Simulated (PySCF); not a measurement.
Species: C4H9NSSi2.
SMILES: `[SiH3]N([SiH3])C1=CSC=C1`

Computed with PySCF 2.14.0, density-fitted response routines, TDDFT CAM-B3LYP/def2-SVPD, vertical, gas phase, core orbitals frozen in the response. Isolated species at its GFN2-xTB geometry, gas phase. Torsions of this conformer, `[SiH3:1][N:2]([SiH3:3])[c:4]1[cH:5][cH:6][s:7][cH:8]1`: Si1–N2–C4–C5 -154°.

Computed states:

```tsv
state	E (eV)	f
S1	5.08	0.096
S2	5.40	0.0007
S3	5.74	0.0013
S4	5.95	0.067
S5	6.01	0.0095
S6	6.36	0.0062
S7	6.41	0.105
S8	6.47	0.017
```

Each state is given a Gaussian of 0.3 eV full width at half maximum, with ε(max) = 2.175×10⁸ f / Δν̃ (Δν̃ the width in cm⁻¹). The width is an assumption, not a result. The curve ends short of the highest state used, and states not computed would add to its high-energy end.

Q: What does the envelope look like, and where are its maxima?

A: 
(λ (nm), ε (L mol⁻¹ cm⁻¹)): (211.2, 5454), (212.3, 4547), (213.3, 3690), (214.3, 2878), (215.4, 2098), (216.4, 1519), (217.4, 1068), (218.5, 704), (219.5, 474), (220.5, 317), (221.6, 208), (222.6, 149), (223.6, 118), (224.7, 107), (225.7, 117), (226.7, 146), (227.8, 207), (228.8, 299), (229.8, 439), (230.9, 667), (231.9, 961), (232.9, 1354), (234.0, 1915), (235.0, 2546), (236.0, 3285), (237.1, 4197), (238.1, 5079), (239.1, 5963), (240.2, 6876), (241.2, 7590), (242.2, 8143), (243.3, 8520), (244.3, 8628), (245.3, 8509), (246.3, 8176), (247.4, 7600), (248.4, 6931), (249.4, 6170), (250.5, 5284), (251.5, 4481), (252.5, 3716), (253.6, 2950), (254.6, 2339), (255.6, 1816), (256.7, 1344), (257.7, 1001), (258.7, 731), (259.8, 507), (260.8, 356), (261.8, 246), (262.9, 161), (263.9, 107), (264.9, 70), (266.0, 43), (267.0, 27), (268.0, 17)

Maxima: 244 nm (5.08 eV), ε about 8600, made up of S1 (100%) (ε in L mol⁻¹ cm⁻¹; maxima over ε = 5, shares over 10%). At its high-energy end, 5.87 eV, the curve is still rising (ε about 5400, from S4).

Q: What would ε be at 5.08 eV, the highest of these maxima, with half the width (0.15 eV)?

A: About 17200 L mol⁻¹ cm⁻¹ against 8630, a factor of about 1.99; a lone state at its own centre would give exactly 2.

Q: Does any computed singlet lie in the visible range?

A: No computed singlet lies in the visible range (380 to 750 nm); the lowest, at 244 nm, stands 1.81 eV above its violet end (3.26 eV).

Q: Coming from long wavelengths, where does ε first pass 100 L mol⁻¹ cm⁻¹?

A: At about 264 nm (4.70 eV), 0.38 eV below S1.
